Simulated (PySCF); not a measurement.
# C4H10ClSi: g tensor and hyperfine couplings

Species: C4H10ClSi (doublet state).
Structure used (GFN2-xTB), in Å, numbered top down from 1:
```
atom  x, y, z in Å
C1     2.4254    0.7571    0.1868
Si2    1.2612   -0.6397    0.4282
C3    -0.5065   -0.0632   -0.1231
C4    -0.9835    1.1731    0.6143
C5    -1.5273   -1.1809   -0.0300
Cl6   -0.3386    0.3726   -1.8688
H7     2.4798    1.3082   -0.7362
H8     3.1191    1.0710    0.9453
H9     1.5500   -1.8077   -0.4128
H10    1.1705   -1.0354    1.8386
H11   -0.2832    1.9950    0.4856
H12   -1.0630    0.9519    1.6772
H13   -1.9617    1.4907    0.2531
H14   -1.6335   -1.4891    1.0087
H15   -1.2159   -2.0425   -0.6159
H16   -2.5006   -0.8521   -0.3947
```

The hyperfine couplings belong to this conformer and change with its torsions.

Identity: `[CH2][SiH2]C(C)(C)Cl` [radical].

Computed, not measured: UKS B3LYP, pcH-1 on C Cl H Si, non-relativistic, mean-field spin-orbit, GIAO (PySCF). The structure is a single GFN2-xTB conformer in the gas phase; no vibrational or solvent corrections. Couplings are sensitive to structure, and on GFN2-xTB geometries they can be far from those on DFT ones. The SCF solution wasn't tested for stability.

```json
{
  "g1, g2, g3": "2.00244, 2.00297, 2.00303",
  "g_iso": "2.00281",
  "Form of g": "close to axial: the two nearest values differ by 10 % of g3 − g1",
  "⟨S²⟩": "0.7533 (exact 0.7500)",
  "α and β electrons": "33, 32",
  "HOMO–LUMO gap, α and β orbitals": "7.14, 4.67 eV",
  "Total energy": "-908.12234 Eh"
}
```

Hyperfine couplings atom by atom, in mT; T1 to T3 are the principal values of the dipolar part (MHz turned into mT with g_iso):

```tsv
atom	isotope	a_iso	of which spin–orbit	T1	T2	T3	Mulliken spin population
C1	13C	2.83	0.00	-2.71	-2.69	5.41	1.04
Si2	29Si	1.77	0.00	-0.08	0.02	0.07	-0.03
C3	13C	0.91	0.00	-0.12	-0.10	0.22	0.02
C4	13C	0.03	0.00	-0.04	-0.01	0.04	0.00
C5	13C	-0.02	0.00	-0.02	-0.02	0.03	0.00
Cl6	35Cl	-0.01	0.00	-0.02	0.00	0.02	0.00
H7	1H	-2.08	0.00	-1.31	-0.03	1.34	-0.04
H8	1H	-2.08	0.00	-1.32	-0.02	1.35	-0.04
H9	1H	2.68	0.00	-0.12	-0.06	0.18	0.04
H10	1H	0.03	0.00	-0.11	-0.10	0.21	0.00
H11	1H	0.03	0.00	-0.15	-0.09	0.24	0.00
H12	1H	0.00	0.00	-0.06	-0.05	0.11	0.00
H13	1H	-0.03	0.00	-0.04	-0.03	0.07	0.00
H14	1H	0.01	0.00	-0.03	-0.03	0.06	0.00
H15	1H	0.00	0.00	-0.04	-0.02	0.06	0.00
H16	1H	0.12	0.00	-0.03	-0.02	0.05	0.00
```

The largest Mulliken spin population is on C1 (+1.04). The angles at C1 add up to 360.0°, so it is planar; its axial dipolar tensor and the negative couplings of its protons fit spin in a p orbital normal to that plane.

Under fast tumbling the dipolar parts average out, and these isotropic splittings remain: 2 × 1H (H7/H8, I = 1/2, 3 lines) with 2.08 mT and 2 × 1H (H9/H10, I = 1/2, 3 lines) with 1.36 mT.

Means are taken over nuclei equivalent by connectivity, which assumes that they swap fast. The 1H value of +38.1 MHz is a mean of couplings from 1.0 to 75.2 MHz in this one geometry, not an average over conformers.

The 13C coupling of C1 (79.3 MHz) shows only in satellite lines or after enrichment, since that isotope makes up about 1.07 % of natural carbon.

The 29Si coupling of Si2 (49.7 MHz) shows only in satellite lines or after enrichment, since that isotope makes up about 4.7 % of natural silicon.
